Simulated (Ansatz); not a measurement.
System: BeCl2, charge 0, multiplicity 1. SMILES: [Cl][Be][Cl]
Coordinates optimised at B3LYP-D3(BJ)/def2-TZVP (Ansatz, a program for electronic structure):
```
Be
Cl 1 1.8041
Cl 1 1.8041 2 180.00
```

Give the harmonic wavenumbers at B3LYP-D3(BJ)/def2-TZVP (Ansatz, finite differences of forces, unscaled).

239, 239, 392, 1125 cm⁻¹. Zero-point energy 2.9 kcal/mol.

From these and the geometry, give the ideal-gas thermochemistry at 298.15 K and 1 atm (rigid rotor, harmonic oscillator).

Point group D∞h, rotational symmetry number 2. Rotational constants 2.19, 2.19 GHz. S(trans) 39.05, S(rot) 16.41, S(vib) 4.67, S(elec, spin only) 0.00, S 60.1 cal/(mol K). H(298) - H(0) 2.92 kcal/mol; G - E(el) -12.2 kcal/mol.
